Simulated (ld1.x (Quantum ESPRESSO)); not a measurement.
**Scattering properties, RRKJ potential for Be**

- Element: Be
- Generator: ld1.x (Quantum ESPRESSO) 7.5
- Type: norm-conserving RRKJ (Kleinman–Bylander form)
- Functional: PBE
- Relativity: scalar-relativistic
- Frozen core: none
- Valence charge: 4
- Reference configuration: 1s2 2s1 2p0 (charge +1)
- Partial waves: 2p (bound, empty): rc 4.20 bohr; 1s (bound): rc 0.30 bohr
- Local potential: the s channel
- Core correction: none

Occupied shells without a wave of their own: 2s. They enter only through the test configuration that unscreens the potential.

The phase is arctan(r·u′/u) with u = r·R(r), unwrapped; energies in Ry, scanned from -11 to 5 Ry. A pole is an energy at which the radial function vanishes at the test radius. The pseudo phase is shifted by a multiple of π to meet the all-electron one at the reference energy, and phase errors are pseudo minus all-electron; the curves can meet again beyond the range given. Levels narrower than the energy grid can be missing from the lists of poles.

Problem. For each channel, where are the poles, and over which energies does the pseudopotential scatter like the atom?

Solution.

```
channel  radius (bohr)  reference energy (Ry)  poles, all-electron      poles, pseudo  unbroken range about the reference energy with phases within 0.05 rad  phase error 1 Ry above the reference energy (rad)
      s           4.57                  -8.66    -0.95, 0.89, 3.72  -0.95, 0.89, 3.72                                                        the whole range                                             +0.000
      p           4.57                  -0.72    -0.64, 0.92, 3.41        -0.64, 1.47                                                             below -0.2                                             +0.434
```

A Bessel basis up to 400 Ry misses an occupied level by 0.03 Ry, so cutoffs and ghosts were not judged.

Phases in the p channel:

```
E (Ry)  all-electron  pseudo
-11.00         1.503   1.503
-10.52         1.502   1.502
-10.04         1.500   1.500
 -9.56         1.498   1.498
 -9.08         1.496   1.496
 -8.60         1.494   1.494
 -8.12         1.492   1.492
 -7.64         1.489   1.489
 -7.16         1.486   1.486
 -6.68         1.483   1.483
 -6.20         1.479   1.479
 -5.72         1.475   1.475
 -5.24         1.470   1.470
 -4.76         1.465   1.465
 -4.28         1.458   1.458
 -3.80         1.450   1.450
 -3.32         1.440   1.440
 -2.84         1.427   1.427
 -2.36         1.409   1.409
 -1.88         1.382   1.382
 -1.40         1.331   1.330
 -0.92         1.111   1.111
 -0.44        -1.817  -1.807
  0.04        -2.872  -2.481
  0.52        -4.541  -4.361
  1.00        -4.735  -4.624
  1.48        -4.880  -4.714
  1.96        -5.638  -4.774
  2.44        -7.618  -4.840
  2.92        -7.785  -4.959
  3.40        -7.853  -5.493
  3.88        -7.907  -7.386
  4.36        -7.988  -7.678
  4.84        -8.309  -7.764
```
